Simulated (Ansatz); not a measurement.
Atom: boron atom, B, net charge 0, doublet state.

Wanted: electron affinity to the triplet, in eV. Set-up: each state is the SCF solution reached for its charge and spin; spin-orbit terms left out; non-relativistic; open shells spin-unrestricted. Anions need diffuse functions, which STO-3G, LANL2DZ, def2-SVP, cc-pVDZ and Pople sets without + lack.

```tsv
species	coefficient	E at B3LYP/STO-3G (Ansatz), Eh	E at wB97X-V/def2-TZVPD (Ansatz), Eh
charge -1, triplet	-1	-24.01458	-24.65527
charge 0, doublet	+1	-24.28154	-24.65384
```

Measured values: pymatgen's periodic table; they hold spin-orbit and core effects.  Value to compare with, the measured value: 0.28 eV. 1 Eh = 27.2114 eV.

Q: Work the quantity out at each level, and compare with the measured value.

A: 
- B3LYP/STO-3G: the sum of coefficient times E is -0.26696 Eh, or -7.264 eV. Result: -7.26 eV. Its error against the measured value is -7.54 eV.
- wB97X-V/def2-TZVPD: the sum of coefficient times E is 0.00143 Eh, or 0.039 eV. Result: 0.04 eV. Its error against the measured value is -0.24 eV.

Ansatz is an electronic-structure program.
